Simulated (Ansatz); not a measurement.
Wavefunction ladder for CH6Cl2O2Si2 (`O[Si@H](Cl)C[Si@@H](O)Cl`)

Z-matrix (Å, degrees):
```
Si
Cl 1 2.058
C 1 1.871 2 107.9
O 1 1.630 2 110.6 3 122.0
H 1 1.476 2 106.2 3 -120.7
Si 3 1.844 1 114.9 2 150.6
H 3 1.096 1 108.2 2 30.5
H 3 1.095 1 109.2 2 -85.6
H 4 0.965 1 116.1 2 -105.9
O 6 1.650 3 105.2 1 -54.8
Cl 6 2.056 3 111.6 1 -173.1
H 6 1.480 3 114.0 1 67.1
H 10 0.959 6 118.6 3 -171.4
```

The species carries charge 0 and has multiplicity 1. All single points use the PBE0-D4/def2-TZVP geometry. It is one conformer, not always the lowest. Frozen core, restricted reference, Ansatz 0.2.0. CBS rows extrapolate triple and quadruple zeta; past MP2 they add the triple-zeta difference.

| basis | HF (Eh) | MP2 corr. |
| --- | --- | --- |
| def2-TZVPP | -1688.33461 | -1.26915 |
| def2-QZVPP | -1688.38761 | -1.37898 |

Question: Estimate the CCSD correlation energy and the (T) correction in each basis where they were run (hartree).

Answer: 
```json
{"basis": "def2-TZVPP", "CCSD corr.": "-1.33105", "(T)": "-0.05290"}
{"basis": "CBS(def2)", "CCSD corr.": "-1.52224", "(T)": "as TZ"}
```
